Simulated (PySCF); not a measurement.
Precursor series Hf Cl-H. All species are isolated molecules in the gas phase.

The numbers are results of PySCF with B3LYP-D3(BJ)/def2-TZVP // r2SCAN-D4/def2-SVP, not measurements. B3LYP has the VWN-RPA correlation part, as in Gaussian. 

```csv
species,HOMO–LUMO gap (eV)
0 of 4 Cl replaced by H,7.00
2 of 4 Cl replaced by H ([Hf(Cl)2(H)2]),5.99
3 of 4 Cl replaced by H ([Hf(Cl)(H)3]),5.99
4 of 4 Cl replaced by H ([Hf(H)4]),5.93
```
